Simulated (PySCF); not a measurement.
C2H5S (SMILES C[CH-]S), charge -1, singlet, geometry from GFN2-xTB (in this run its highest filled SCF level lies above zero, so its values depend strongly on the basis, on diffuse functions most of all); PBE0/6-31G (PySCF).

The PySCF input:
```python
from pyscf import gto, scf, dft

mol = gto.Mole()
mol.atom = '''
    C     1.524343    0.560931    0.314908
    C     0.044534    0.876769    0.100162
    S    -0.855375   -0.671745   -0.236502
    H    -1.442752   -0.785433    0.974973
    H    -0.042398    1.421991   -0.870869
    H     2.053462    1.500953    0.524441
    H     1.646050   -0.089133    1.189398
    H     2.058378    0.073345   -0.524334
'''
mol.basis = '6-31g'
mol.charge = -1
mol.spin = 0
mol.verbose = 5
mol.build()

mf = dft.RKS(mol)
mf.xc = 'pbe0'
mf.kernel()
```

It wrote (shortened):

```
PySCF version 2.14.0

[INPUT] verbose = 5
[INPUT] max_memory = 4000
[INPUT] num. atoms = 8
[INPUT] num. electrons = 34
[INPUT] charge = -1
[INPUT] spin (= nelec alpha-beta = 2S) = 0
[INPUT] symmetry False subgroup None
[INPUT] Mole.unit = angstrom
[INPUT] Symbol           X                Y                Z      unit          X                Y                Z       unit  Magmom
[...]
[INPUT] ---------------- BASIS SET ----------------
[INPUT] l, kappa, [nprim/nctr], expnt,             c_1 c_2 ...
[INPUT] C
[...]
                                457.36951         0.0140373
                                103.94869         0.0688426
                                29.210155         0.2321844
                                9.286663          0.4679413
                                3.163927          0.362312
[...]
                                1.8812885         -0.1608542
                                0.5442493         1.1434564
[...]
                                1.8812885         0.316424
                                0.5442493         0.7443083
[...]
[INPUT] S
[...]
                                3301.49           0.01423
                                754.146           0.069696
                                212.711           0.238487
                                67.9896           0.483307
                                23.0515           0.338074
[...]
                                100.71            -0.031693
                                32.1599           -0.113317
                                11.8079           0.05609
                                4.6311            0.592255
                                1.87025           0.455006
[...]
                                0.922167          0.066957
                                0.341287          1.05451
[...]
                                100.71            0.030681
                                32.1599           0.130452
                                11.8079           0.327205
                                4.6311            0.452851
                                1.87025           0.256042
[...]
                                0.922167          0.310263
                                0.341287          0.754483
[...]
[INPUT] H
[...]
                                2.8253937         0.23472695
                                0.6401217         0.81375733
[...]
nuclear repulsion = 98.4595666584308
number of shells = 27
number of NR pGTOs = 110
number of NR cGTOs = 41
basis = 6-31g
ecp = {}

******** <class 'pyscf.dft.rks.RKS'> ********
method = RKS
initial guess = minao
damping factor = 0
level_shift factor = 0
DIIS = <class 'pyscf.scf.diis.CDIIS'>
diis_start_cycle = 1
diis_space = 8
diis_damp = 0
SCF conv_tol = 1e-09
SCF conv_tol_grad = None
SCF max_cycles = 50
direct_scf = True
direct_scf_tol = 1e-13
XC library pyscf.dft.libxc version 7.1.2
    S. Lehtola, C. Steigemann, M. J. T. Oliveira, and M. A. L. Marques,  SoftwareX 7, 1–5 (2018)
XC functionals = pbe0
    C. Adamo and V. Barone,  J. Chem. Phys. 110, 6158 (1999)
    M. Ernzerhof and G. E. Scuseria,  J. Chem. Phys. 110, 5029 (1999)
radial grids:
    Treutler-Ahlrichs [JCP 102, 346 (1995); DOI:10.1063/1.469408] (M4) radial grids

becke partition: Becke, JCP 88, 2547 (1988); DOI:10.1063/1.454033
pruning grids: <function nwchem_prune>
grids dens level: 3
symmetrized grids: False
atomic radii adjust function: <function treutler_atomic_radii_adjust>
small_rho_cutoff = 0
Set gradient conv threshold to 3.16228e-05
Initial guess from minao.
atom C rad-grids = 75, ang-grids = [ 50  50  50  50  50  50  50  50  50  50  50  50  50  50  50  50  50  50
  50  50  50  50  86  86  86  86  86  86  86  86  86  86 266 266 266 266
 266 266 302 302 302 302 302 302 302 302 302 302 302 302 302 302 302 302
 302 302 302 302 266 266 266 266 266 266 266 266 266 266 266 266 266 266
 266 266 266]
atom S rad-grids = 80, ang-grids = [ 50  50  50  50  50  50  50  50  50  50  50  50  50  50  50  50  50  50
  50  50  50  50  50  50  86  86  86  86  86  86  86  86  86  86  86  86
  86 350 350 350 350 350 350 350 350 350 434 434 434 434 434 434 434 434
 434 434 434 434 434 434 434 434 434 434 350 350 350 350 350 350 350 350
 350 350 350 350 350 350 350 350]
atom H rad-grids = 50, ang-grids = [ 50  50  50  50  50  50  50  50  50  50  50  50  50  50  50  86  86  86
  86 266 266 266 266 266 302 302 302 302 302 302 302 302 302 302 302 302
 302 266 266 266 266 266 266 266 266 266 266 266 266 266]
tot_boxes 2340, boxes in each direction [13 11 10]
Padding 4 grids
tot grids = 96160
nelec by numeric integration = 32.98861073996344
E1 = -848.9019824919559  E2 = 273.352005732173  Ecoul = 311.3342978674411  Exc = -37.982292135268096
init E= -477.090410101352
cond(S) = 441.1075651865134
[...]
  mo_energy =
[-8.90699367e+01 -1.03361606e+01 -1.03124525e+01 -8.07173104e+00
 -6.00225014e+00 -6.00132380e+00 -5.99984412e+00 -9.51124404e-01
 -8.15774085e-01 -6.58839284e-01 -4.85559804e-01 -4.79528455e-01
 -4.23039589e-01 -4.09651866e-01 -3.70089846e-01 -2.79674714e-01
 -2.06464925e-01  6.53601539e-03  4.53476733e-02  8.68270406e-02
  1.15286440e-01  1.28601418e-01  1.41256773e-01  1.78574742e-01
  3.35114088e-01  3.53249056e-01  3.65336608e-01  3.90824731e-01
  5.26767740e-01  5.51724698e-01  5.76411976e-01  6.29093993e-01
  6.68819859e-01  6.87202817e-01  8.53022434e-01  8.85218998e-01
  8.92028626e-01  9.17380178e-01  9.30389453e-01  1.04671577e+00
  1.34442945e+00]
nelec by numeric integration = 34.000001995718755
E1 = -862.3856358255302  E2 = 286.9907272907959  Ecoul = 325.6709748135309  Exc = -38.68024752273496
cycle= 1 E= -476.935341876303  delta_E= 0.155  |g|= 0.497  |ddm|= 2.59
[...]
  mo_energy =
[-8.86398053e+01 -9.80877234e+00 -9.66697208e+00 -7.65003561e+00
 -5.58536313e+00 -5.58063576e+00 -5.57421015e+00 -4.87175489e-01
 -4.27382868e-01 -2.61747880e-01 -1.52643223e-01 -1.41905836e-01
 -1.16534734e-01 -3.87418884e-02 -2.12387904e-02  4.14726636e-02
[...]
  9.61965226e-01  9.81322138e-01  1.08525740e+00  1.14508737e+00
  1.16041007e+00  1.18372005e+00  1.21110577e+00  1.33097910e+00
  1.62116716e+00]
nelec by numeric integration = 34.000001971989036
E1 = -858.5318275485942  E2 = 283.0514297318353  Ecoul = 321.4409697657192  Exc = -38.3895400338839
cycle= 5 E= -477.020831158328  delta_E= -0.0001  |g|= 0.00291  |ddm|= 0.0342
[...]
  mo_energy =
[-8.87874908e+01 -1.00130381e+01 -9.96662716e+00 -7.77470406e+00
 -5.71202441e+00 -5.70711789e+00 -5.70129798e+00 -5.76346211e-01
 -5.03340416e-01 -3.56008151e-01 -2.25765528e-01 -2.15356456e-01
 -1.72472058e-01 -1.39761936e-01 -1.09051854e-01 -2.82359711e-02
  8.23821210e-02  2.64283306e-01  3.06140647e-01  3.25649719e-01
  3.62000884e-01  3.73108127e-01  3.94766956e-01  4.68351948e-01
  5.86128458e-01  5.90091479e-01  6.10498010e-01  6.48126915e-01
  8.00363768e-01  8.24075740e-01  8.83690304e-01  9.11605996e-01
  9.61873482e-01  9.81270428e-01  1.08570122e+00  1.14448068e+00
  1.15980115e+00  1.18297095e+00  1.21106765e+00  1.33070550e+00
  1.62087305e+00]
nelec by numeric integration = 34.00000198186459
E1 = -858.5261954158675  E2 = 283.0457949111062  Ecoul = 321.43521989591943  Exc = -38.389424984813246
cycle= 6 E= -477.02083384633  delta_E= -2.69e-06  |g|= 0.00129  |ddm|= 0.00812
[...]
  mo_energy =
[-8.87879813e+01 -1.00124060e+01 -9.96686721e+00 -7.77508183e+00
 -5.71241612e+00 -5.70749798e+00 -5.70168732e+00 -5.76419397e-01
 -5.03318071e-01 -3.56034765e-01 -2.25701291e-01 -2.15274902e-01
 -1.72488401e-01 -1.39785848e-01 -1.09157839e-01 -2.83525804e-02
  8.22696556e-02  2.64249513e-01  3.06086771e-01  3.25654634e-01
  3.62017954e-01  3.73151706e-01  3.94743640e-01  4.68338963e-01
  5.86051474e-01  5.90003763e-01  6.10387766e-01  6.48046631e-01
  8.00457156e-01  8.24140769e-01  8.83607674e-01  9.11601984e-01
  9.61846523e-01  9.81231778e-01  1.08574773e+00  1.14457459e+00
  1.15986539e+00  1.18306752e+00  1.21102814e+00  1.33069491e+00
  1.62085779e+00]
nelec by numeric integration = 34.00000198449223
E1 = -858.5296043597664  E2 = 283.0492032900932  Ecoul = 321.4387458454567  Exc = -38.38954255536352
cycle= 7 E= -477.020834411242  delta_E= -5.65e-07  |g|= 0.000203  |ddm|= 0.00349
[...]
  mo_energy =
[-8.87880046e+01 -1.00124247e+01 -9.96684072e+00 -7.77510461e+00
 -5.71243952e+00 -5.70751984e+00 -5.70171077e+00 -5.76419938e-01
 -5.03328852e-01 -3.56032827e-01 -2.25686545e-01 -2.15254402e-01
 -1.72504941e-01 -1.39776447e-01 -1.09159129e-01 -2.83699372e-02
  8.22850121e-02  2.64213714e-01  3.06072734e-01  3.25669208e-01
  3.62036560e-01  3.73172703e-01  3.94763564e-01  4.68357328e-01
  5.86015091e-01  5.89995963e-01  6.10367532e-01  6.48042846e-01
  8.00472104e-01  8.24164554e-01  8.83629012e-01  9.11607648e-01
  9.61849689e-01  9.81254491e-01  1.08566415e+00  1.14459462e+00
  1.15988804e+00  1.18308541e+00  1.21105656e+00  1.33071545e+00
  1.62088481e+00]
nelec by numeric integration = 34.0000019858173
E1 = -858.5294435400016  E2 = 283.04904244505076  Ecoul = 321.43858842381513  Exc = -38.38954597876435
cycle= 8 E= -477.02083443652  delta_E= -2.53e-08  |g|= 4.54e-05  |ddm|= 0.000962
[...]
  mo_energy =
[-8.87879977e+01 -1.00124144e+01 -9.96683264e+00 -7.77510013e+00
 -5.71243576e+00 -5.70751472e+00 -5.70170589e+00 -5.76412145e-01
 -5.03322068e-01 -3.56027310e-01 -2.25678120e-01 -2.15247300e-01
 -1.72501573e-01 -1.39771228e-01 -1.09155121e-01 -2.83689129e-02
  8.22960702e-02  2.64215794e-01  3.06077015e-01  3.25673652e-01
  3.62042081e-01  3.73177195e-01  3.94767206e-01  4.68364732e-01
  5.86015249e-01  5.89992374e-01  6.10367370e-01  6.48047860e-01
  8.00479093e-01  8.24172174e-01  8.83637063e-01  9.11616032e-01
  9.61858715e-01  9.81264075e-01  1.08567002e+00  1.14459936e+00
  1.15989434e+00  1.18309420e+00  1.21105699e+00  1.33072233e+00
  1.62089066e+00]
nelec by numeric integration = 34.00000198581839
E1 = -858.529343901659  E2 = 283.0489428052872  Ecoul = 321.438478734998  Exc = -38.389535929710775
cycle= 9 E= -477.020834437941  delta_E= -1.42e-09  |g|= 8.32e-06  |ddm|= 0.000317
[...]
  mo_energy =
[-8.87879985e+01 -1.00124143e+01 -9.96683122e+00 -7.77510091e+00
 -5.71243654e+00 -5.70751549e+00 -5.70170666e+00 -5.76411960e-01
 -5.03322374e-01 -3.56026144e-01 -2.25678172e-01 -2.15246545e-01
 -1.72501884e-01 -1.39770311e-01 -1.09154596e-01 -2.83690556e-02
  8.22971456e-02  2.64215194e-01  3.06076950e-01  3.25673864e-01
  3.62042353e-01  3.73177922e-01  3.94768697e-01  4.68365480e-01
  5.86014862e-01  5.89992430e-01  6.10367175e-01  6.48047338e-01
  8.00479884e-01  8.24172950e-01  8.83638549e-01  9.11616445e-01
  9.61858904e-01  9.81265459e-01  1.08566810e+00  1.14460030e+00
  1.15989475e+00  1.18309323e+00  1.21105986e+00  1.33072328e+00
  1.62089183e+00]
nelec by numeric integration = 34.00000198592942
E1 = -858.529337441976  E2 = 283.0489363455707  Ecoul = 321.43847169088025  Exc = -38.389535345309554
cycle= 10 E= -477.020834437974  delta_E= -3.35e-11  |g|= 8.88e-07  |ddm|= 3.53e-05
[...]
  mo_energy =
[-8.87879985e+01 -1.00124141e+01 -9.96683128e+00 -7.77510090e+00
 -5.71243651e+00 -5.70751550e+00 -5.70170665e+00 -5.76411926e-01
 -5.03322287e-01 -3.56026221e-01 -2.25677997e-01 -2.15246392e-01
 -1.72501829e-01 -1.39770281e-01 -1.09154613e-01 -2.83690175e-02
  8.22969979e-02  2.64215183e-01  3.06076926e-01  3.25673947e-01
  3.62042504e-01  3.73178026e-01  3.94768597e-01  4.68365509e-01
  5.86014838e-01  5.89992547e-01  6.10367149e-01  6.48047449e-01
  8.00479986e-01  8.24173053e-01  8.83638457e-01  9.11616435e-01
  9.61858902e-01  9.81265423e-01  1.08566789e+00  1.14460038e+00
  1.15989482e+00  1.18309358e+00  1.21105955e+00  1.33072336e+00
  1.62089187e+00]
nelec by numeric integration = 34.00000198592651
E1 = -858.5293333504645  E2 = 283.0489322540577  Ecoul = 321.4384674105961  Exc = -38.38953515653839
Extra cycle  E= -477.020834437976  delta_E= -1.48e-12  |g|= 4.66e-07  |ddm|= 5.04e-06
converged SCF energy = -477.020834437976
```
